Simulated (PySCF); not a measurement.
## A computed series M(OH)3(H2O)

Computed with PySCF 2.14.0, PBE0, def2-SVP on the ligands, density fitting, scalar-relativistic core potentials, no spin-orbit coupling, vacuum. Each member is relaxed from one template within its symmetry. Distances are means of the shortest metal–ligand contacts, charges and spins Mulliken's; removal energies are rigid, with the ligand's formal charge and no counterpoise, so too large; for an anion taken off a cation in vacuum most of it is the attraction of opposite charges, and multiply charged cations can part far more cheaply with an electron moved from ligand to metal. lcecp potentials hold a fixed number of 4f electrons in the core, out of states, spins and gaps.

```
metal      basis on the metal  point group  M–OH (Å)  M–H2O (Å)  charge on M (e)  dipole (D)  removal of one OH (eV)  strongest infrared band, degenerate modes summed (cm⁻¹)  unstable modes (below −25 cm⁻¹)
    Y     def2-SVP with ECP28           C1     2.058      2.389             0.90        1.64                   11.41                                                        –                        not given
   La  lcecp-1-SVP with ECP46           C1     2.185      2.620             1.08        4.54                   10.03                                                        –                         1 (soft)
   Tl     def2-SVP with ECP60           C1     2.094      2.469             0.71        1.26                   11.17                                                     3381                                0
```

What does the calculation give for Ce, lcecp-1-SVP with ECP47?

point group: C1, M–OH (Å): 2.168, M–H2O (Å): 2.601, charge on M (e): 1.06, dipole (D): 4.31, removal of one OH (eV): 10.13, unstable modes (below −25 cm⁻¹): 1 (soft).
```xyz
10

Ce    0.2062   -0.2372    0.0898
O     1.3072    1.3224    1.1209
H     1.8607    1.9156    1.6284
O    -1.4886   -1.1015    1.1310
H    -2.1706   -1.5332    1.6443
O     1.2340   -1.5111   -1.3267
H     1.7284   -2.1060   -1.8899
O    -1.2353    1.3846   -1.3452
H    -1.3918    2.2833   -1.0308
H    -2.0490    1.1105   -1.7850
```

Members with unstable modes aren't minima as they stand: saddle points kept by symmetry or, where the modes are soft, flat surfaces and noise. One start shape was tried for each, so a minimum needn't be the lowest isomer.
